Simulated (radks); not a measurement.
Effect of the nuclear size on the bismuth ion Bi+, [Hg] 6p2. Method: Dirac Kohn-Sham, BLYP, spin-unpolarised, spherical densities, finite nucleus; open shells fill j = l - 1/2 first; Fermi nuclear charge, rms radius 5.5211 fm; computed with a radial shooting solver on a logarithmic mesh with Libxc functionals. The rms radius is varied about that value; shifts are against it.

[
 {"rms radius (fm)": "4.7592", "total energy shift (eV)": "-37.5", "density at nucleus (e/bohr^3)": "3.174e+06", "1s1/2 shift (meV)": "-14900", "2s1/2 shift (meV)": "-2290", "4p1/2 shift (meV)": "-3.26", "5s1/2 shift (meV)": "-28.2", "5p1/2 shift (meV)": "0.497", "6s1/2 shift (meV)": "-3.25", "6p1/2 shift (meV)": "0.423"},
 {"rms radius (fm)": "5.3168", "total energy shift (eV)": "-10.4", "density at nucleus (e/bohr^3)": "3.021e+06", "1s1/2 shift (meV)": "-4110", "2s1/2 shift (meV)": "-631", "4p1/2 shift (meV)": "-0.903", "5s1/2 shift (meV)": "-7.79", "5p1/2 shift (meV)": "0.137", "6s1/2 shift (meV)": "-0.898", "6p1/2 shift (meV)": "0.117"},
 {"rms radius (fm)": "5.5211", "total energy shift (eV)": "0", "density at nucleus (e/bohr^3)": "2.97e+06", "1s1/2 shift (meV)": "0.000", "2s1/2 shift (meV)": "0.000", "4p1/2 shift (meV)": "0.000", "5s1/2 shift (meV)": "0.000", "5p1/2 shift (meV)": "0.000", "6s1/2 shift (meV)": "0.000", "6p1/2 shift (meV)": "0.000"},
 {"rms radius (fm)": "5.9849", "total energy shift (eV)": "24.3", "density at nucleus (e/bohr^3)": "2.865e+06", "1s1/2 shift (meV)": "9650", "2s1/2 shift (meV)": "1480", "4p1/2 shift (meV)": "2.13", "5s1/2 shift (meV)": "18.3", "5p1/2 shift (meV)": "-0.318", "6s1/2 shift (meV)": "2.11", "6p1/2 shift (meV)": "-0.274"},
 {"rms radius (fm)": "6.4155", "total energy shift (eV)": "47.8", "density at nucleus (e/bohr^3)": "2.777e+06", "1s1/2 shift (meV)": "19000", "2s1/2 shift (meV)": "2910", "4p1/2 shift (meV)": "4.21", "5s1/2 shift (meV)": "36.0", "5p1/2 shift (meV)": "-0.623", "6s1/2 shift (meV)": "4.14", "6p1/2 shift (meV)": "-0.539"}
]

Slopes of the eigenvalues against <r^2> in GHz/fm^2, as finite differences over the two radii next to the reference (eigenvalue slopes, not the field-shift constants of lines): 1s1/2 441000, 2s1/2 67600, 4p1/2 97.2, 5s1/2 835, 5p1/2 -14.6, 6s1/2 96.2, 6p1/2 -12.5.
